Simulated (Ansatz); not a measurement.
Consider the ligand exchange at the Si–C bond: `C=C=C(O)[SiH2]O` + `OCS` → `O[SiH2]OCS` + `C=C=CO`.

Computed with Ansatz on PBE0-D4/def2-TZVP structures; ΔE is electronic, products minus reactants. CCSD(T)/CBS adds triple-zeta CCSD(T) − MP2 to the extrapolated MP2 energy (def2 sets, frozen cores). DFT in def2-TZVPP. B3LYP here is the variant with VWN-RPA as its local correlation; programs differ in this. Each species was taken in one conformer, which may not be the lowest.

`C=C=C(O)[SiH2]O`:

```xyz
12

C     0.149   -2.404   -0.607
C    -0.219   -1.182   -0.344
C    -0.530    0.055   -0.060
O    -1.742    0.647   -0.337
Si    0.692    1.171    0.815
O     1.003    2.528   -0.061
H    -0.004   -3.210    0.106
H     0.622   -2.664   -1.550
H    -2.313    0.007   -0.777
H     0.116    1.523    2.141
H     1.971    0.445    0.960
H     0.255    3.083   -0.287
```

`OCS`:

Cartesian coordinates in Å:
```
O 1.048 -0.557 0.370
C 0.085 0.326 -0.147
S -1.424 0.249 0.819
H 1.825 -0.517 -0.196
H 0.403 1.373 -0.074
H -0.145 0.107 -1.195
H -1.792 -0.980 0.423
```

`O[SiH2]OCS`:

Z-matrix (Å, degrees):
```
Si
O 1 1.655
O 1 1.635 2 113.5
H 1 1.489 2 106.7 3 -122.7
H 1 1.474 2 106.1 3 116.5
C 2 1.389 1 123.0 3 82.8
H 3 0.961 1 114.9 2 -59.9
S 6 1.822 2 114.9 1 -58.3
H 6 1.090 2 108.5 1 179.8
H 6 1.096 2 112.0 1 59.8
H 8 1.343 6 96.2 2 -66.7
```

`C=C=CO`:

Cartesian coordinates in Å:
```
C 0.807 -0.924 -0.948
C 0.123 -0.016 -0.315
C -0.563 0.901 0.310
O -1.005 0.847 1.598
H 1.895 -0.928 -0.941
H 0.320 -1.716 -1.513
H -0.850 1.827 -0.176
H -0.727 0.010 1.985
```

**Question.** Is it downhill or uphill in electronic energy at CCSD(T)/CBS, and by how much? (Best estimate.)

**Answer.** Ansatz gave: Downhill: ΔE = -1.17 eV.

**Question.** What do these levels give: B3LYP-D4, ωB97X-V, B2PLYP, SCS-MP2/def2-TZVPP, CCSD/def2-TZVPP, HF/def2-QZVPP? (Best estimate.)

**Answer.** The calculation gave: B3LYP-D4 -1.20, ωB97X-V -1.18, B2PLYP -1.19, SCS-MP2/def2-TZVPP -1.20, CCSD/def2-TZVPP -1.19, HF/def2-QZVPP -1.26 eV.

Largest T1 diagnostic among the species: 0.013.

In def2-TZVPP, CCSD(T) changes the Hartree–Fock value by +0.07 eV (the triples alone add +0.01 eV) and MP2 by +0.07 eV.
